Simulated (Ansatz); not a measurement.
TlCl, SMILES [Cl][Tl].

The structure is a stationary point at B3LYP-D3(BJ)/def2-TZVP. The def2 effective core potentials stand for the cores of Tl; spin–orbit coupling is left out.

Two levels are set side by side: PBE/def2-TZVPD (Ansatz, a quantum-chemistry and plane-wave program) and CAM-B3LYP/def2-TZVPD (Ansatz). Energy differences of separate SCF runs at the same geometry; the states with an electron removed or added have multiplicity 2 and 2. Differences are taken from unrounded values.

```
quantity                           CAM-B3LYP
---------------------------------  ---------
vertical ionisation energy (eV)         9.82
vertical electron affinity (eV)         0.33
vertical singlet–triplet gap (eV)       4.13
```

Task: What does PBE give, and how far is it from CAM-B3LYP? (An estimate is asked for; the answer gives what the named calculation found.)

Result: 
```csv
quantity,PBE,PBE minus CAM-B3LYP
vertical ionisation energy (eV),9.74,-0.08
vertical electron affinity (eV),0.25,-0.08
vertical singlet–triplet gap (eV),4.13,0.00
```
